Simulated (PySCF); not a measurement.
## What an electron can do to ZnO

CCSD(T) extrapolated to the basis-set limit (PySCF; ZnO CCSD(T)/CBS(DT), ZnO⁺ CCSD(T)/CBS(DT); CV core-valence, SR scalar-relativistic term); no spin–orbit coupling.

```
species  state (unpaired electrons)  Re (Å)  ωe (cm⁻¹)  energy of the minimum from the neutral (eV)  De (eV)  dissociates to
    ZnO          triplet (σ ↑, π ↑)   1.843        562                                         0.00     1.24          Zn + O
   ZnO⁺               doublet (π ↑)   1.790        633                                         8.96     1.65         Zn⁺ + O
```

Work out the lowest energy to break ZnO into atoms, from its vibrational ground state.

D0 = De − ωe/2 = 1.24 − 0.03 = 1.21 eV (composite CCSD(T)).

Work out the ionisation energy of the Zn atom at this level and the threshold of dissociative ionisation.

IE(Zn) = 8.96 + 1.65 − 1.24 = 9.37 eV, so Zn⁺ + O + e⁻ appears at D0 + IE(Zn) = 10.58 eV (composite CCSD(T)). The measured IE(Zn) is 9.394 eV (NIST ASD).

These are thermodynamic thresholds; the onsets seen under electron impact lie higher where the geometry changes, and cross-sections peak well above them.

For an ion De counts to the pair picked by the measured ionisation energies or electron affinities, which need not be the lowest pair at this level. States were picked by a PBE0 search and need not be the measured ground states.
